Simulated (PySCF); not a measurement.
RuH₄: one-bond stretch

Level of theory: PBE0 in PySCF with Ru def2-TZVP with ECP28, H def2-TZVP; scalar-relativistic core potentials, no spin–orbit coupling; density-fitted integrals.

Rigid scan from the singlet minimum (Ru–H 1.530 Å (×4); H–Ru–H 67.4° (×4), H–Ru–H 103.3° (×2)). Coordinate: the bond from Ru to the last atom (H) scaled, the rest fixed. Energies in kJ/mol from the minimum.

(1) Predict the curve at 0.92, 0.96, 1.00, 1.05, 1.12, 1.20, 1.35, 1.55, 1.80, 2.20.

Results:

(1) 
```tsv
scale of one bond	E (kJ/mol)	dipole size (D)
0.92	16.8	2.96
0.96	3.8	2.97
1.00	0.0	2.97
1.05	4.8	2.99
1.12	23.9	3.01
1.20	56.0	3.06
1.35	127.5	3.21
1.55	220.8	–
1.80	315.8	–
2.20	416.2	–
```

At long bonds a restricted determinant can lie too high, and another spin state can fall below this curve.

The scan took 14 s on 2 threads of a shared Intel Xeon Platinum 8259CL @ 2.50GHz (Skylake/Cascade Lake) host; the process peaked at 0.9 GiB. Launch command: `OMP_NUM_THREADS=2 python axn.py task.json out`.
